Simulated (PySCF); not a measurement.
B3LYP has the VWN-RPA correlation part, as in Gaussian. Excitations are Tamm–Dancoff values on a coarser integration grid. The basis has no diffuse functions, so Rydberg states are missing or too high.

Z-matrix (Å, degrees):
```
Al
O 1 1.6985
H 2 0.9576 1 127.53
O 1 1.6986 2 123.84 3 0.18
H 4 0.9577 1 127.15 2 -0.16
Si 1 2.4333 2 117.47 3 -179.51
H 6 1.4838 1 111.80 2 -173.49
H 6 1.4854 7 108.06 1 -122.33
H 6 1.4859 7 107.88 8 -115.83
```
Charge 0, spin multiplicity 1.

Problem. Estimate the HOMO–LUMO gap, total energy, T1 excitation (TDA), S1 excitation (TDA) and dipole moment that B3LYP-D3(BJ)/def2-TZVP run with PySCF 2.14.0 returns for this input.

Solution. 
- HOMO–LUMO gap = 6.96 eV
- total energy = -685.6347 Ha
- T1 excitation (TDA) = 5.03 eV
- S1 excitation (TDA) = 6.32 eV
- dipole moment = 2.55 D
